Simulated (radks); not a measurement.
Question: These are the eigenvalues of the occupied orbitals of an atom or ion with whole-number occupations (hartree). Calculated with a radial shooting solver on a logarithmic mesh with Libxc functionals: Dirac Kohn-Sham, PBE, spin-unpolarised, spherical densities, finite nucleus; Fermi nuclear charge, rms radius of each element as measured or else 0.836 A^(1/3) + 0.57 fm.

| orbital | eigenvalue |
|---|---|
| 1s1/2 | -1714.677 |
| 2s1/2 | -281.1211 |
| 2p1/2 | -266.5318 |
| 2p3/2 | -244.3823 |
| 3s1/2 | -62.63465 |
| 3p1/2 | -56.35443 |
| 3p3/2 | -51.87095 |
| 3d3/2 | -40.97387 |
| 3d5/2 | -40.00073 |
| 4s1/2 | -13.45874 |
| 4p1/2 | -11.04516 |
| 4p3/2 | -10.05007 |
| 4d3/2 | -6.07085 |
| 4d5/2 | -5.89112 |
| 5s1/2 | -2.54404 |
| 5p1/2 | -1.84991 |
| 5p3/2 | -1.69433 |
| 4f5/2 | -1.25146 |
| 6s1/2 | -0.64921 |

Which element is it, and in what charge state? The configuration may be excited. Open shells, if any, fill j = l - 1/2 first.

Answer: Z = 62, samarium, charge +2: Sm2+ in [Xe] 4f4 6s2. The list shows which subshells hold electrons but not how many an open one holds; the 1s level, -1714.7 hartree, gives Z - s = 58.6 by -(Z - s)^2/2, which with screening and relativity narrows Z to a few neighbours, and the depths of the outer levels then fix element, charge and occupations together.
